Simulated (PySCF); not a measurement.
A run for PySCF: R-HF/STO-3G on CH5OSb (SMILES C[O][SbH2]), a point of a torsion scan.

```python
from pyscf import gto, scf, dft, mp
from pyscf.data.elements import chemcore

mol = gto.M(
    atom='''
    C     1.15701814    0.02939310    0.03962809
    O     0.08053893   -0.48364548   -0.68692881
    Sb   -1.80172930    0.02316324   -0.26836182
    H     1.15766759    1.12267228    0.07491859
    H     1.18388260   -0.35488810    1.06364210
    H     2.06240338   -0.29809580   -0.47440183
    H    -2.22752359   -1.59307052    0.05675617
    H    -2.16426156   -0.26640027   -1.89139650
    ''',
    basis='sto-3g',
    charge=0, spin=0, verbose=3, max_memory=1800)
mf = scf.RHF(mol)
mf.conv_tol = 1e-8
mf.max_cycle = 100
mf.kernel()
if not mf.converged:
    mf = mf.newton().run(mf.mo_coeff, mf.mo_occ)
```

It printed:

```
converged SCF energy = -6365.49414902879
```

The calculation finished and met its thresholds.

Cost: about 0.4 core-seconds (a rough figure).
